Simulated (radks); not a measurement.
Question: All-electron atom: K4+ in [Ne] 3s2 3p2 4f1 (not the ground configuration). All-electron calculation, non-relativistic Kohn-Sham, PBE, spin-polarised, spherical densities, point nucleus; open shells are filled with parallel spins first. Program: a radial shooting solver on a logarithmic mesh with Libxc functionals. Some entries of the table are withheld. Estimate them.

orbital  occ.  eigenvalue (hartree)  r(max) (bohr)
1s up       1             -131.7929        0.05352
1s down     1             -131.7689        0.05351
2s up       1             -15.70689         0.3195
2s down     1             -15.68457         0.3197
2p up       3             -13.13817         0.2625
2p down     3             -13.10677         0.2628
3s up       1                   (1)          1.027
3s down     1                   (2)          1.024
3p up       2              -2.99861          1.059
3p down     0              -2.84569          1.056
4f up       1                   (3)          2.913

Answer: 
(1) 3s up eigenvalue (hartree): -3.66209
(2) 3s down eigenvalue (hartree): -3.50538
(3) 4f up eigenvalue (hartree): -0.72199
